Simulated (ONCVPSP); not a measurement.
## Before and after: ONCV potential for Cu

| Quantity | Value |
| --- | --- |
| Element | copper (Cu) |
| Generator | ONCVPSP 4.0.1 |
| Type | optimised norm-conserving Vanderbilt (ONCV) |
| Functional | BLYP |
| Relativity | scalar-relativistic |
| Frozen core | [Ne] 3s2 |
| Valence charge | 17 |
| Reference configuration | 3p6 3d10 4s1 |
| Partial waves | 4s: rc 2.00 bohr, ncon 4, nbas 9, qcut 3.9 1/bohr, 2 projectors, debl 2.7 Ha; 3p: rc 1.15 bohr, ncon 3, nbas 6, qcut 14.1 1/bohr, 2 projectors, debl 3.9 Ha; 3d: rc 0.95 bohr, ncon 4, nbas 8, qcut 13.6 1/bohr, 2 projectors, debl 3.2 Ha |
| Local potential | polynomial inside 0.75 bohr (lpopt 4, dvloc0 3 Ha) |
| Core correction | Teter function, fcfact 4.75, rcfact 1.15 |

Change: local potential polynomial inside 0.75 bohr (lpopt 4, dvloc0 7.5 Ha).

Cutoffs: the cutoffs (Ha) at which the residual kinetic energy of the hardest occupied pseudo-wave falls to 1 and 0.1 mHa per electron; they do not see the model core or the augmentation charge, which bear on the density cutoff. Errors are all-electron minus pseudo energies relative to the spin-unpolarised reference configuration.

What does the change do?

The potential gets neither clearly harder nor softer (87 Ha and 219 Ha → 87 Ha and 219 Ha); the bound ghost in s disappears; the lowest positive-energy flag moves from none to s at 7.9 eV; the number of tests with a reliable result goes from 3 to 2; the range in which the s phases agree narrows (upper end 4.2 → 0.3). In the separable form a ghost depends on how the local part lies against the semilocal potential of the channel, so the choice of the local part can create or remove one.

| quantity | base | changed |
| --- | --- | --- |
| cutoff, loose | 87 Ha | 87 Ha |
| cutoff, tight | 219 Ha | 219 Ha |
| bound ghosts | s | none |
| GHOST(+) flags under 300 eV | none | s at 7.9 eV |
| tests with a reliable result | 3 of 4 | 2 of 4 |
| error for 3p6 3d10 4s0, meV [ΔE 8.28 eV] | -10.0 | -9.9 |
| error for 3p6 3d9 4s2, meV [ΔE 1.90 eV] | -45 | -45 |
| s: phases at 2.03 bohr within 0.05 rad from the reference energy up to (Ha; the scan ends near 5) | 4.2 | 0.3 |
| p: phases at 1.16 bohr within 0.05 rad from the reference energy up to (Ha; the scan ends near 5) | to the end of the scan | to the end of the scan |
| d: phases at 0.96 bohr within 0.05 rad from the reference energy up to (Ha; the scan ends near 5) | to the end of the scan | to the end of the scan |
| rms error of d²Exc/dni dnj with the model core, mHa | 3.10 | 3.10 |

 A true bound ghost makes a file unfit for plane-wave use even where its test errors are small: the radial tests pick states by their node count and pass the ghost by.
